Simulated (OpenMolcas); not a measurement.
## Ni VII: effect of the basis set

```yaml
Program: OpenMolcas 26.06
Method: RASSCF
Active_space: 10 electrons in 8 orbitals (RAS1 3p, at most 2 holes; RAS2 3d)
State_averaging: 2S+1 = 5 even, 5 roots; 2S+1 = 3 even, 45 roots; 2S+1 = 1 even, 44 roots
Spin-orbit_coupling: RASSI with atomic mean-field integrals over the reference wave functions, term energies averaged over their components
```

A. ANO-RCC-VTZP [6s5p3d2f1g], DKH2, point nucleus; cost of the order of 60 core-seconds
B. ANO-R2 [6s5p4d2f1g], X2C, finite nucleus; cost about 40 core-seconds
C. ANO-RCC-VQZP [7s6p4d3f2g1h], DKH2, point nucleus; cost about 50 core-seconds

Energies in cm-1 above 3d4 5D0, the measured ground level; measured values from Corliss and Sugar, J. Phys. Chem. Ref. Data 10, 197 (1981).

```tsv
Level	A	B	C	Measured
3d4 5D0	0.0	0.0	0.0	0.0
3d4 5D1	300	291	289	279
3d4 5D2	868	842	835	804
3d4 5D3	1658	1610	1598	1520
3d4 5D4	2627	2556	2538	2392
3d4 3P0(1)	30784	31179	31164	30077
3d4 3P1(1)	32535	32884	32856	31836
3d4 3P2(1)	35390	35680	35634	34555
3d4 3H4	35603	36024	35994	31672
3d4 3H5	36324	36722	36685	32286
3d4 3F2(1)	36883	37268	37231	34247
3d4 3H6	37025	37405	37364	32877
3d4 3F3(1)	37122	37506	37467	34317
3d4 3F4(1)	37507	37880	37839	34576
3d4 3G3	42846	43284	43236	38160
3d4 3G4	43552	43977	43925	38746
3d4 3G5	44193	44603	44547	39247
3d4 1G4(1)	52047	52569	52510	
3d4 3D3	52719	53227	53162	
3d4 3D2	52879	53386	53321	
3d4 3D1	53221	53714	53646	
3d4 1I6	54116	54710	54652	
3d4 1S0	56077	56625	56561	
3d4 1D2	62280	62881	62805
```

Deviations, from unrounded energies. A percentage is the sum of absolute deviations over the sum of measured energies, with the sign that they share, or ± where signs differ.

```json
{"Against measurement": "mean absolute deviation (cm-1)", "Levels": "16", "A": "2400", "B": "2600", "C": "2600"}
{"Against measurement": "fine structure of the ground term (%)", "Levels": "4", "A": "+9.2", "B": "+6.1", "C": "+5.3"}
{"Against measurement": "other terms of the ground configuration (%)", "Levels": "12", "A": "+9.0", "B": "+10.1", "C": "+10.0"}
```

A lies closest to measurement on these levels and B furthest from it. The largest miss of A in the table is 3d4 3G5, by +4900 cm-1. The ranking rests on the paired levels alone, and a cruder setting can come out closer through cancelling errors.

Among A to C the level of the table that moves most is 3d4 1D2, by 600 cm-1 (lowest in A, highest in B).

Without dynamic correlation excited terms often stand tens of per cent too high (terms of higher spin than the ground term too low), and those without a measured partner can miss by more than the paired ones. Some levels mix across a computed gap that differs much from the measured one, so their mixing is not that of the real levels. Active for correlation alone: 3p; no level in the range computed is led by a configuration that opens it, so any true level of that kind is missing. Computed and measured levels are paired by configuration, term and J; levels that our copy of the source lacks, or whose pairing is in doubt (as where it misses far off the trend of its configuration), stay unpaired and out of the deviations. Levels of configurations outside the active space are missing. The table leaves out levels that lie high or whose names do not pair safely across all columns.

A number in round brackets counts repeated terms of one configuration in the order of the reference energies.
